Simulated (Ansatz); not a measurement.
Several settings on one geometry of Mo(NH)2(OH)2 (MoN2O2H4) (that of the charge 0 singlet, B3LYP-D4/def2-SVP). Ansatz on 4 threads of Arm Neoverse V1 on a shared host; times are rough.

Cartesian coordinates in Å:
```
Mo -0.0963 -0.0214 -0.0587
N -0.0479 0.3150 1.6426
H 0.3872 0.5231 2.5396
N 1.4900 0.0058 -0.7606
H 2.5020 0.1192 -0.7733
O -1.1242 1.3159 -0.9344
H -1.7583 1.8437 -0.4307
O -0.8468 -1.7544 -0.2705
H -0.5056 -2.3469 -0.9539
```

Totals from different functionals, basis sets or treatments of relativity can't be compared as stabilities.

In the def2 sets Mo takes a core potential; there is no spin–orbit coupling. B3LYP takes the VWN-RPA correlation.

Scalar relativity in a set contracted without it gives distorted totals.

The spins typed aren't always the lowest for that charge.

Q: Give the basis size and estimate the energy, ⟨S²⟩, dipole and time of these runs.

| run | method | charge | state | further keys |
| --- | --- | --- | --- | --- |
| 1 | RKS CAM-B3LYP-D3(BJ)/def2-TZVP | 0 | singlet | nuclear_model: gaussian; pseudopotentials: {relativity: none} |
| 2 | RKS BHLYP-D4/def2-SVP | 0 | singlet | accuracy: high; scf: {omitted_lower_state_checks: [starts]}; forces asked |
| 3 | RKS B3LYP-D3(BJ)/def2-mTZVP | 0 | singlet | pseudopotentials: {relativity: scalar}; forces asked |
| 4 | UKS r2SCAN0-D3(BJ)-ATM/def2-mTZVPP | 1 | doublet | scf: {lower_state_search: off}; forces asked |

A: 
```csv
run,functions,energy (Eh),⟨S²⟩,dipole (D),wall time
1,188,-330.6437,–,–,2.3 s
2,107,-330.1578,–,1.65,6.5 s
3,131,-330.9385,–,1.60,2.2 s
4,149,-330.2014,0.90,–,8.5 s
```

The restricted singlet is unstable towards broken spin symmetry in Hartree–Fock (as tested in another run); at RKS CAM-B3LYP-D3(BJ)/def2-TZVP, RKS BHLYP-D4/def2-SVP, RKS B3LYP-D3(BJ)/def2-mTZVP this wasn't settled. At UKS r2SCAN0-D3(BJ)-ATM/def2-mTZVPP the charge 1 doublet is spin-contaminated (final ⟨S²⟩ up to 0.90, 0.75 for a pure state).
